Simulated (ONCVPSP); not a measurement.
Before and after: ONCV potential for aluminium (Al)

```json
{"Element": "Al", "Generator": "ONCVPSP 4.0.1", "Type": "optimised norm-conserving Vanderbilt (ONCV)", "Functional": "LDA (Perdew-Wang 92)", "Relativity": "scalar-relativistic", "Frozen core": "[He]", "Valence charge": "11", "Reference configuration": "2s2 2p6 3s2 3p0.75 (charge +0.25)", "Partial waves": "2s+3s: rc 1.25 bohr, ncon 4, nbas 7, qcut 10.4 1/bohr, 2 projectors; 2p+3p: rc 1.05 bohr, ncon 4, nbas 7, qcut 13.5 1/bohr, 2 projectors; d scattering state at 0.36 Ha: rc 1.05 bohr, ncon 4, nbas 7, qcut 8.5 1/bohr, 2 projectors, debl 0.8 Ha", "Local potential": "polynomial inside 0.75 bohr (lpopt 5, dvloc0 -1 Ha)", "Core correction": "Teter function, fcfact 4.75, rcfact 1.7"}
```

All-electron outer shells of the reference configuration (LDA (PZ), scalar-relativistic, ld1.x):

```json
{"shell": "1s", "level (eV)": "-1506.16", "outermost node (bohr)": "–", "outermost maximum (bohr)": "0.08"}
{"shell": "2s", "level (eV)": "-109.33", "outermost node (bohr)": "0.17", "outermost maximum (bohr)": "0.50"}
{"shell": "2p", "level (eV)": "-71.55", "outermost node (bohr)": "–", "outermost maximum (bohr)": "0.43"}
{"shell": "3s", "level (eV)": "-9.45", "outermost node (bohr)": "0.80", "outermost maximum (bohr)": "2.06"}
{"shell": "3p", "level (eV)": "-4.23", "outermost node (bohr)": "0.82", "outermost maximum (bohr)": "2.58"}
```

Change: s: qcut 6.5.

Cutoffs: the cutoffs (Ha) at which the residual kinetic energy of the hardest occupied pseudo-wave falls to 1 and 0.1 mHa per electron; they do not see the model core or the augmentation charge, which bear on the density cutoff. Errors are all-electron minus pseudo energies relative to the spin-unpolarised reference configuration.

Question: How do hardness, ghosts and transferability respond?

Answer: The potential gets neither clearly harder nor softer (72 Ha and 81 Ha → 72 Ha and 81 Ha); the p channel sets the loose cutoff, while the largest relative change is in s, which becomes softer; of the 4 tests that both files solve, the error grows in 0 and shrinks in 1 by more than 15 % and 0.3 meV (median size 0.5 → 0.3 meV); neither file shows a bound ghost.

| quantity | base | changed |
| --- | --- | --- |
| cutoff, loose | 72 Ha | 72 Ha |
| cutoff, tight | 81 Ha | 81 Ha |
| loose cutoff by channel | s 28 Ha, p 72 Ha | s 24 Ha, p 72 Ha |
| bound ghosts | none | none |
| GHOST(+) flags under 300 eV | none | none |
| error for 2s2 2p6 3s2 3p1, meV [ΔE -0.87 eV] | 0.0 | 0.0 |
| error for 2s2 2p6 3s2 3p0, meV [ΔE 4.97 eV] | +0.2 | +0.2 |
| error for 2s2 2p6 3s1 3p0, meV [ΔE 24.34 eV] | -1.0 | -0.9 |
| error for 2s2 2p6 3s0 3p3, meV [ΔE 9.63 eV] | -0.8 | -0.5 |
| s: phases at 1.27 bohr within 0.05 rad from the reference energy up to (Ha; the scan ends near 5) | to the end of the scan | to the end of the scan |
| p: phases at 1.07 bohr within 0.05 rad from the reference energy up to (Ha; the scan ends near 5) | to the end of the scan | to the end of the scan |
| d: phases at 1.07 bohr within 0.05 rad from the reference energy up to (Ha; the scan ends near 5) | to the end of the scan | to the end of the scan |
| rms error of d²Exc/dni dnj with the model core, mHa | 1.57 | 1.77 |
